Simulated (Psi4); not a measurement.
C₂Cl₄ (SMILES ClC(Cl)=C(Cl)Cl), singlet, at a GFN2-xTB geometry; TPSS/6-31G* (Psi4).

Here is a job for Psi4.
```
memory 2 GB

molecule mol {
0 1
  C     0.003052    0.002625    0.669260
  C    -0.003052   -0.002625   -0.669260
  Cl    0.002984    1.458141    1.570610
  Cl    0.011395   -1.445778    1.581959
  Cl   -0.002984   -1.458141   -1.570610
  Cl   -0.011395    1.445778   -1.581959
}

set basis 6-31g*
set reference rks
set d_convergence 1e-4

energy('tpss')
print_variables()
```

What the program printed (banner, timings and long lists left out):

```
   => Loading Basis Set <=

    Name: 6-31G*
    Role: ORBITAL
    Keyword: BASIS

         ---------------------------------------------------------
                                   SCF
               by Justin Turney, Rob Parrish, Andy Simmonett
                          and Daniel G. A. Smith
                              RKS Reference
         ---------------------------------------------------------

  ==> Geometry <==

    Molecular point group: ci
    Full point group: Ci

    Geometry (in Angstrom), charge = 0, multiplicity = 1:

       Center              X                  Y                   Z               Mass
    ------------   -----------------  -----------------  -----------------  -----------------
         C            0.003052000000     0.002625000000     0.669260000000    12.000000000000
         C           -0.003052000000    -0.002625000000    -0.669260000000    12.000000000000
         CL           0.002984000000     1.458141000000     1.570610000000    34.968852682000
         CL           0.011395000000    -1.445778000000     1.581959000000    34.968852682000
         CL          -0.002984000000    -1.458141000000    -1.570610000000    34.968852682000
         CL          -0.011395000000     1.445778000000    -1.581959000000    34.968852682000

  Running in ci symmetry.

  Rotational constants: A =      0.05717  B =      0.04705  C =      0.02581 [cm^-1]
  Rotational constants: A =   1713.78581  B =   1410.46206  C =    773.69977 [MHz]
  Nuclear repulsion =  494.787949831983553

  Charge       = 0
  Multiplicity = 1
  Electrons    = 80
  Nalpha       = 40
  Nbeta        = 40

  ==> Algorithm <==

  SCF Algorithm Type is DF.
  DIIS enabled.
  MOM disabled.
  Fractional occupation disabled.
  Guess Type is SAD.
  Energy threshold   = 1.00e-06
  Density threshold  = 1.00e-04
  Integral threshold = 1.00e-12

  ==> Primary Basis <==

  Basis Set: 6-31G*
    Blend: 6-31G*
    Number of shells: 44
    Number of basis functions: 106
    Number of Cartesian functions: 106
    Spherical Harmonics?: false
    Max angular momentum: 2

  ==> DFT Potential <==

   => LibXC <=

    Version 7.1.2
    S. Lehtola, C. Steigemann, M. J. T. Oliveira, and M. A. L. Marques,  SoftwareX 7, 1–5 (2018) (10.1016/j.softx.2017.11.002)

   => Composite Functional: TPSS <=

    TPSS Meta-GGA XC Functional

    J. Tao, et al., Phys. Rev. Lett., 91, 146401, 2003

    Deriv               =              1
    GGA                 =           TRUE
    Meta                =           TRUE

    Exchange Hybrid     =          FALSE
    MP2 Hybrid          =          FALSE

   => Exchange Functionals <=

    1.0000   XC_MGGA_X_TPSS

   => Correlation Functionals <=

    1.0000   XC_MGGA_C_TPSS

   => LibXC Density Thresholds  <==

    XC_MGGA_C_TPSS:  1.00E-15
    XC_MGGA_X_TPSS:  1.00E-15

   => Molecular Quadrature <=

    Radial Scheme          =       TREUTLER
    Pruning Scheme         =           NONE
    Nuclear Scheme         =       TREUTLER

    Blocking Scheme        =         OCTREE
    BS radius alpha        =              1
    Pruning alpha          =              1
    Radial Points          =             75
    Spherical Points       =            302
    Total Points           =         122252
    Total Blocks           =           1010
    Max Points             =            256
    Max Functions          =             98
    Weights Tolerance      =       1.00E-15

   => Loading Basis Set <=

    Name: (6-31G* AUX)
    Role: JKFIT
    Keyword: DF_BASIS_SCF

  ==> Integral Setup <==

  SCF_SUBTYPE=INCORE selected. In-core MEM_DF algorithm will be used.
  Using in-core AOs.

  ==> MemDFJK: Density-Fitted J/K Matrices <==

    J tasked:                   Yes
    K tasked:                    No
    wK tasked:                   No
    Algorithm:                 Core
    Schwarz Cutoff:           1E-12
    Mask sparsity (%):       5.5892
    Fitting Condition:        1E-10

   => Auxiliary Basis Set <=

  Basis Set: (6-31G* AUX)
    Blend: CC-PVDZ-JKFIT
    Number of shells: 192
    Number of basis functions: 682
    Number of Cartesian functions: 682
    Spherical Harmonics?: false
    Max angular momentum: 3

  Minimum eigenvalue in the overlap matrix is 6.5675346140E-03.
  Reciprocal condition number of the overlap matrix is 1.0816082906E-03.
    Using symmetric orthogonalization.

  ==> Pre-Iterations <==

  SCF Guess: Superposition of Atomic Densities via on-the-fly atomic UHF (no occupation information).

   -------------------------
    Irrep   Nso     Nmo
   -------------------------
     Ag        53      53
     Au        53      53
   -------------------------
    Total     106     106
   -------------------------

  ==> Iterations <==

                           Total Energy        Delta E     RMS |[F,P]|

   @DF-RKS iter SAD: -1917.25246839259580   -1.91725e+03   0.00000e+00
   @DF-RKS iter   1: -1916.87593265737041    3.76536e-01   6.34065e-03 DIIS/ADIIS
   @DF-RKS iter   2: -1916.68109229087941    1.94840e-01   9.97343e-03 DIIS/ADIIS
   @DF-RKS iter   3: -1916.98287740801129   -3.01785e-01   1.90425e-03 DIIS/ADIIS
   @DF-RKS iter   4: -1916.99308626145762   -1.02089e-02   1.85383e-04 DIIS/ADIIS
   @DF-RKS iter   5: -1916.99317036152866   -8.41001e-05   7.13641e-05 DIIS
   @DF-RKS iter   6: -1916.99318495375883   -1.45922e-05   2.15095e-06 DIIS
   @DF-RKS iter   7: -1916.99318496785531   -1.40965e-08   6.59477e-07 DIIS
  Energy and wave function converged.

  ==> Post-Iterations <==

   Electrons on quadrature grid:
      Ntotal   =   79.9999961228 ; deviation = -3.877e-06

    Orbital Energies [Eh]
    ---------------------

    Doubly Occupied:

       1Ag  -101.043894     1Au  -101.043893     2Au  -101.043892
       2Ag  -101.043891     3Ag   -10.135578     3Au   -10.134954
       4Ag    -9.282070     4Au    -9.282054     5Au    -9.282049
       5Ag    -9.282037     6Ag    -7.064468     6Au    -7.064432
       7Ag    -7.064432     7Au    -7.064414     8Au    -7.052113
       8Ag    -7.052094     9Ag    -7.052093     9Au    -7.052085
      10Au    -7.051573    10Ag    -7.051569    11Au    -7.051555
      11Ag    -7.051552    12Ag    -0.905755    12Au    -0.852941
      13Au    -0.812936    13Ag    -0.789376    14Ag    -0.681158
      14Au    -0.529531    15Au    -0.476979    15Ag    -0.474911
      16Au    -0.415516    16Ag    -0.410846    17Ag    -0.351197
      18Ag    -0.330989    17Au    -0.319382    19Ag    -0.317504
      18Au    -0.313849    19Au    -0.306546    20Ag    -0.278516
      20Au    -0.227106

    Virtual:

      21Ag    -0.060124    21Au    -0.042565    22Au    -0.038242
      22Ag    -0.030486    23Ag     0.100963    23Au     0.224761
      24Ag     0.248757    24Au     0.300248    25Au     0.305516
      26Au     0.351467    25Ag     0.369093    27Au     0.370298
      28Au     0.379811    26Ag     0.391939    27Ag     0.400566
      28Ag     0.412153    29Ag     0.413050    30Ag     0.415494
      29Au     0.452906    30Au     0.483840    31Ag     0.491390
      31Au     0.508697    32Au     0.516681    32Ag     0.523317
      33Ag     0.563745    33Au     0.653076    34Ag     0.699443
      34Au     0.721475    35Au     0.722719    35Ag     0.739867
      36Au     0.776367    36Ag     0.779854    37Au     0.792750
      37Ag     0.796109    38Ag     0.797248    38Au     0.814976
      39Ag     0.831927    39Au     0.837386    40Ag     0.842062
      40Au     0.844147    41Au     0.967151    41Ag     0.982225
      42Au     1.014511    43Au     1.015502    42Ag     1.036245
      43Ag     1.112697    44Au     1.114753    44Ag     1.176308
      45Au     1.312852    45Ag     1.378237    46Au     1.409413
      46Ag     1.569166    47Au     1.845828    47Ag     1.887697
      48Au     1.909366    48Ag     1.957903    49Ag     2.243481
      49Au     2.244269    50Ag     2.510963    50Au     2.616965
      51Ag     3.905530    51Au     4.029137    52Au     4.210563
      52Ag     4.247982    53Ag     4.286387    53Au     4.369319

    Final Occupation by Irrep:
             Ag    Au
    DOCC [    20,   20 ]
    NA   [    20,   20 ]
    NB   [    20,   20 ]

  @DF-RKS Final Energy: -1916.99318496785531

   => Energetics <=

    Nuclear Repulsion Energy =            494.7879498319835534
    One-Electron Energy =               -3629.1230041106782664
    Two-Electron Energy =                1341.2541916676564142
    DFT Exchange-Correlation Energy =    -123.9123223568169720
    Empirical Dispersion Energy =           0.0000000000000000
    VV10 Nonlocal Energy =                  0.0000000000000000
    Total Energy =                      -1916.9931849678553135

Computation Completed

Properties will be evaluated at   0.000000,   0.000000,   0.000000 [a0]

Properties computed using the SCF density matrix

 Multipole Moments:

 ------------------------------------------------------------------------------------
     Multipole            Electronic (a.u.)      Nuclear  (a.u.)        Total (a.u.)
 ------------------------------------------------------------------------------------

 L = 1.  Multiply by 2.5417464519 to convert [e a0] to [Debye]
 Dipole X            :          0.0000000            0.0000000            0.0000000
 Dipole Y            :          0.0000000            0.0000000            0.0000000
 Dipole Z            :          0.0000000            0.0000000            0.0000000
 Magnitude           :                                                    0.0000000

 ------------------------------------------------------------------------------------

  Variable Map:
  ----------------------------------------------------------------------------
  "CURRENT ENERGY"              =>   -1916.993184967855
  "CURRENT REFERENCE ENERGY"    =>   -1916.993184967855
  "DD SOLVATION ENERGY"         =>       0.000000000000
  "DFT FUNCTIONAL TOTAL ENERGY" =>   -1916.993184967855
  "DFT TOTAL ENERGY"            =>   -1916.993184967855
  "DFT VV10 ENERGY"             =>       0.000000000000
  "DFT XC ENERGY"               =>    -123.912322356817
  "GRID ELECTRONS ALPHA"        =>      39.999998061402
  "GRID ELECTRONS BETA"         =>      39.999998061402
  "GRID ELECTRONS TOTAL"        =>      79.999996122805
  "NUCLEAR REPULSION ENERGY"    =>     494.787949831984
  "ONE-ELECTRON ENERGY"         =>   -3629.123004110678
  "PCM POLARIZATION ENERGY"     =>       0.000000000000
  "PE ENERGY"                   =>       0.000000000000
  "SCF ITERATION ENERGY"        =>   -1916.993184967855
  "SCF ITERATIONS"              =>       7.000000000000
  "SCF TOTAL ENERGY"            =>   -1916.993184967855
  "TWO-ELECTRON ENERGY"         =>    1341.254191667656
  "XC GRID RADIAL POINTS"       =>      75.000000000000
  "XC GRID SPHERICAL POINTS"    =>     302.000000000000
  "XC GRID TOTAL POINTS"        =>  122252.000000000000

  Array Variable Map:
  ----------------------------------------------------------------------------
  "CURRENT DIPOLE"              =>       0.000000000000 ... 0.000000000000 1 by 3
  "SCF DIPOLE"                  =>       0.000000000000 ... 0.000000000000 1 by 3
  "SCF TOTAL ENERGIES"          =>   -1917.252468392596 ... -1916.993184967855 1 by 8
```
